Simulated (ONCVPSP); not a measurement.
**Configuration tests for Tc (Z = 43) (ONCV)**

technetium, optimised norm-conserving Vanderbilt (ONCV), made with ONCVPSP 4.0.1 (PW91, scalar-relativistic). Core [Ar] 3d10 4s2, reference 4p6 4d5 5s2. Waves: 5s: rc 2.85 bohr, ncon 3, nbas 6, qcut 2.3 1/bohr, 2 projectors, debl 0.4 Ha; 4p: rc 1.45 bohr, ncon 3, nbas 8, qcut 8.5 1/bohr, 2 projectors, debl 2 Ha; 4d: rc 1.45 bohr, ncon 4, nbas 8, qcut 6.6 1/bohr, 2 projectors, debl 3.8 Ha. Local part: polynomial inside 1.15 bohr (lpopt 4, dvloc0 0 Ha). Core correction: Teter function fitted to the true core (icmod 2), fcfact 0.5.

Energies are relative to the spin-unpolarised reference configuration 4p6 4d5 5s2; without spin polarisation the order of configurations can differ from experiment.

Task: Give the all-electron excitation energy and the error of the potential for: 4p6 4d5 5s1; 4p6 4d5 5s0; 4p6 4d4 5s0; 4p6 4d6 5s0.

Result:

```tsv
valence configuration	charge	ΔE all-electron (eV)	error AE − PS (meV)
4p6 4d5 5s1	+1	8.218	-5.0
4p6 4d5 5s0	+2	23.135	-33
4p6 4d4 5s0	+3	51.909	+1.7
4p6 4d6 5s0	+1	6.230	-50
```

Note: ghosts flagged at negative energy: s at -89.0 eV; no localised positive-energy state flagged. A true bound ghost makes a file unfit for plane-wave use.
